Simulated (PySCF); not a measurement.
Species: GaCl2(iBu), C₄H₉Cl₂Ga.
Bonds: Ga1–Cl2, Ga1–Cl3, Ga1–C4, C4–C5, C5–C6, C5–C7. Hydrogens: H8, H9 on C4; H10 on C5; H11, H12, H13 on C6; H14, H15, H16 on C7.

Lines to be assigned: C 1s: 290.62 (area 1), 290.86 (area 2), 291.14 (area 1) eV; Cl 1s: 2827.92 eV; Cl 2p3/2: 205.31 eV.

Computed, not measured: PySCF 2.14.0, delta-SCF UKS SCAN, pcX-2 on the ionised atom, pcseg-1 elsewhere, spin-free X2C. Geometry: PBE0-D3(BJ)/def2-SVP, one conformer, isolated molecule.

**Question.** Assign the C 1s lines to atoms.

**Answer.** 290.62 eV: C4 (carbon bonded to C, Ga and 2 H); 290.86 eV: C6/C7 (carbon bonded to C and 3 H); 291.14 eV: C5 (carbon bonded to 3 C and H). The listed C 1s values span 0.52 eV, from C4 (bonded to C, 2 H and Ga) to C5 (bonded to 3 C and H). The widest gap between neighbouring values is 0.28 eV, between 290.86 and 291.14 eV.

Bonded neighbours of each site: Cl2/Cl3: Ga; C4: C, 2 H and Ga; C5: 3 C and H; C6/C7: C and 3 H.

**Question.** Which photon energy gives electrons from Cl 2p3/2 of Cl2/Cl3 a kinetic energy of 100 eV, and what is their de Broglie wavelength?

**Answer.** hν = 205.31 + 100 = 305.31 eV, recoil neglected; λ = 12.264 Å/√(E/eV) = 1.23 Å.

Topologically equivalent atoms share the value of their first member; where this conformer doesn't relate them by symmetry, their own values could differ. 2p3/2 and 2p1/2 are the ΔSCF energy of one spin-free 2p hole plus the eigenvalues of a spin–orbit and ligand-field matrix of the shell. 2p1/2 minus 2p3/2 (ligand field included): Cl 1.65 eV. No level of gallium is listed.

Time: 2.0 min of wall time; peak memory 0.77 GiB. Hardware: an Intel Xeon at 2.50 GHz with one thread, on a shared host.
